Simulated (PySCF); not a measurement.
## Excitation energy of N²⁺ by level of theory

N²⁺ [He] 2s2 2p1 (2P) → N²⁺ [He] 2s1 2p1 3s1 (4P), as a difference of total energies. Computed with PySCF 2.14 in dyall-av3z (15s9p3d2f, 71 functions), with the spin-free X2C one-electron Hamiltonian (Gaussian nucleus). Correlated levels: valence: 1s2 frozen; virtual orbitals above 40 to 60 times the deepest correlated orbital energy dropped. The calculations carry no spin-orbit coupling.

| method | excitation energy (eV) |
| --- | --- |
| UHF | 33.613 |
| LDA | 34.803 |
| PBE | 34.786 |
| r2SCAN | 34.641 |
| revPBE | 34.837 |
| TPSSh | 35.113 |
| BP86 | 34.994 |
| PBEsol | 34.643 |
| MP2 (valence) | 34.980 |

Problem. Estimate what PBE0 gives.

Solution. 34.802 eV, closest to LDA among the rows shown.

Problem. Estimate what SCS-MP2 (valence) gives.

Solution. 35.374 eV, closest to TPSSh among the rows shown.

The promoted electron is Rydberg-like, and one or two diffuse shells describe it only roughly, which tends to raise the upper state.
